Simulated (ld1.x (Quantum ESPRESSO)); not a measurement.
## Pseudopotential generation for P (Z = 15): TM, PBEsol, scalar-relativistic.

```
Element                 : P
Generator               : ld1.x (Quantum ESPRESSO) 7.5
Type                    : norm-conserving Troullier–Martins (Kleinman–Bylander form)
Functional              : PBEsol
Relativity              : scalar-relativistic
Frozen core             : [Ne]
Valence charge          : 5
Reference configuration : 3s1 3p4
Partial waves           : 3p (bound): rc 1.75 bohr; 3d channel at -0.15 Ry: rc 1.70 bohr; 3s (bound): rc 1.70 bohr
Local potential         : the s channel
Core correction         : none
```

All-electron outer shells of the reference configuration (PBEsol, scalar-relativistic, ld1.x):

```csv
shell,level (eV),outermost node (bohr),outermost maximum (bohr)
2s,-175.10,0.14,0.42
2p,-125.85,–,0.36
3s,-14.62,0.65,1.56
3p,-6.04,0.64,1.81
```

**Question.** Does the generator finish with these settings?

**Answer.** Yes, a potential is produced and its reference levels are reproduced.

**Question.** Estimate the cutoffs (Ry, on a coarse ladder) from which the occupation-weighted sum of valence levels, in a spherical-Bessel basis at the reference potential, stays within 10 and 1 mRy of its value at 400 Ry.

**Answer.** 18 Ry and 40 Ry.

**Question.** Does the potential have ghost states?

**Answer.** No extra level below or beside the all-electron valence levels (p, d, s, f tested).

**Question.** Which valence shell sets the plane-wave cutoff?

**Answer.** 3s: its level needs 40 Ry to come within 1 mRy, against 18 Ry for 3p.

**Question.** Tests: 3s2 3p3; 3s2 3p2; 3s2 3p1; 3s1 3p3; 3s2 3p0; 3s2 3p2.5; 3s2 3p3.3. Which has the largest error in its energy relative to the reference configuration, and how large is it?

**Answer.** 3s2 3p0, with +81 meV (all-electron minus pseudo) on +50.01 eV.
